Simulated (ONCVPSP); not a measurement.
**u(r) = r·R(r): atom against pseudo-atom (platinum)**

Columns: radius, all-electron u(r) and pseudo u(r) of the 5s shell (level -101.88 eV) of platinum in the configuration [Kr] 4d10 4f14 5s2 5p6 5d9 6s1; PBEsol, scalar-relativistic, ONCV scheme, ONCVPSP 4.0.1.

```
r (bohr)  all-electron  pseudo
   0.082        0.0132  0.0912
   0.165        0.3836  0.1923
   0.248       -0.3433  0.3079
   0.330       -0.6808  0.4366
   0.413       -0.4466  0.5768
   0.495        0.0395  0.7175
   0.578        0.5299  0.8525
   0.660        0.8954  0.9694
   0.742        1.1190  1.0608
   0.825        1.2178  1.1186
   0.908        1.2211  1.1347
   0.990        1.1617  1.1073
   1.072        1.0658  1.0406
   1.155        0.9507  0.9430
   1.238        0.8310  0.8298
   1.320        0.7164  0.7162
   1.402        0.6104  0.6102
   1.485        0.5140  0.5139
   1.568        0.4294  0.4293
   1.650        0.3574  0.3573
   1.733        0.2952  0.2951
   1.815        0.2434  0.2433
   1.898        0.1995  0.1994
   1.980        0.1634  0.1633
   2.062        0.1335  0.1334
   2.145        0.1086  0.1085
```

Task: How many radial nodes do the two functions have?

Result: The all-electron 5s function has n − l − 1 = 4 (the table is too coarse to show those close to the nucleus); the pseudo-wave has 0, since the states of the same l below it are removed with the core.

Task: At about which radius was the pseudo-wave matched?

Result: 1.35 bohr, where the columns begin to agree (steps of 0.08 bohr).

Task: Where does each function peak?

Result: Outermost all-electron maximum near 0.91 bohr, pseudo maximum near 0.91 bohr (to the table’s step).

Task: Is the pseudo-wave norm-conserving?

Result: Yes: the ONCV scheme keeps the norm inside the radius equal to the all-electron one, which fixes the energy derivative of the logarithmic derivative at the level.
